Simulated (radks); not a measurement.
Values are calculated unless marked as measured or tabulated.
Yb0.5+, configuration [Xe] 4f12.5 5d1 6s2 (fractional occupations, a model configuration).

Code: a radial shooting solver on a logarithmic mesh with Libxc functionals. Model: scalar-relativistic Kohn-Sham, LDA (Slater exchange, Perdew-Wang correlation), spin-unpolarised, spherical densities, finite nucleus; Fermi nuclear charge, rms radius 5.3108 fm.

Energy parts (eV):
total: -382294.98
kinetic: 416407.49
electron-nucleus: -940200.56
Hartree: 149209.39
exchange-correlation: -7711.30

Orbitals (lengths in bohr, moments of r in powers of bohr; r(max) is where P^2 peaks):
| orbital | occ. | eigenvalue (eV) | <r^2> | r(max) | <1/r> |
|---|---|---|---|---|---|
| 1s | 2 | -61188.02 | 0.0005307 | 0.01238 | 80.55 |
| 2s | 2 | -10381.51 | 0.008222 | 0.07064 | 18.78 |
| 2p | 6 | -9157.046 | 0.006718 | 0.05757 | 17.25 |
| 3s | 2 | -2352.576 | 0.05380 | 0.1996 | 6.937 |
| 3p | 6 | -1983.327 | 0.05428 | 0.1967 | 6.461 |
| 3d | 10 | -1532.217 | 0.04515 | 0.1602 | 6.121 |
| 4s | 2 | -475.0849 | 0.2685 | 0.4550 | 2.940 |
| 4p | 6 | -353.5693 | 0.3048 | 0.4761 | 2.684 |
| 4d | 10 | -193.4174 | 0.3612 | 0.4902 | 2.377 |
| 5s | 2 | -65.7549 | 1.572 | 1.057 | 1.126 |
| 5p | 6 | -36.9357 | 2.216 | 1.205 | 0.9383 |
| 4f | 12.5 | -17.5189 | 0.6791 | 0.4775 | 1.812 |
| 6s | 2 | -8.0167 | 12.93 | 2.915 | 0.3723 |
| 5d | 1 | -6.1989 | 7.112 | 1.752 | 0.5447 |

The highest occupied level is 5d at -6.199 eV. Summed over all electrons, <r^2> = 64.82 bohr^2, which gives a Langevin (diamagnetic) susceptibility term of -51.3 x 10^-6 cm^3/mol. The density falls to 0.001 e/bohr^3 at r = 4.82 bohr. The electron density at the nucleus is 1.081e+06 e/bohr^3 (large components only).
